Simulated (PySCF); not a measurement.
Al(Me)(OH)(SH) (CH₅AlOS), SMILES [CH3][Al]([SH])[OH]. Atoms are numbered in the order given.

```xyz
9

Al     0.0975    -0.4142     0.0000
C     -1.3158    -1.7493     0.0000
H     -2.3129    -1.2819     0.0000
H     -1.2514    -2.4020    -0.8864
H     -1.2514    -2.4020     0.8864
O      1.7694    -0.7517     0.0000
H      2.1834    -1.6154     0.0000
S     -0.3648     1.7205     0.0000
H      0.9419     2.0674     0.0000
```

Geometry: PBE0-D3(BJ)/def2-SVP. The values are those of a single conformer.

Method: C-PCM-ωB97X/def2-SVP (PySCF).

The values are the electrostatic part of the solvation free energy, E(continuum) − E(gas) at the gas-phase geometry, in a cavity of scaled van der Waals radii (PySCF's table); cavitation and dispersion terms are not included. A continuum can't describe solvent molecules that bind to the metal. In vacuum the orbital gap is 11.71 eV. The dipole moment in vacuum is 2.65 D.

```tsv
solvent	ε	ΔG(elec) (kcal/mol)	dipole (D)	gap (eV)
water	78.36	-7.4	3.33	12.20
acetone	20.49	-7.1	3.30	12.18
benzene	2.27	-4.0	3.00	11.97
```
